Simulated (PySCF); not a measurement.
pyrazine-2-carbonitrile (C₅H₃N₃), SMILES c1nccnc1C#N. The structure is a stationary point at PBE-D3(BJ)/def2-SVP.

Computed equilibrium geometry at PBE-D3(BJ)/def2-SVP (PySCF confirms it by a frequency run) as a Z-matrix, and its point group:
point group Cs.
```
C
N 1 1.3490
C 2 1.3373 1 115.98
H 3 1.1041 2 117.06 1 180.00
C 3 1.4086 4 120.85 2 180.00
N 5 1.3414 3 121.92 4 -180.00
C 6 1.3374 5 116.62 3 0.00
H 7 1.1037 6 117.98 5 180.00
H 5 1.1042 6 117.29 7 180.00
C 1 1.4422 2 118.00 3 180.00
N 10 1.1729 2 152.14 3 180.00
```
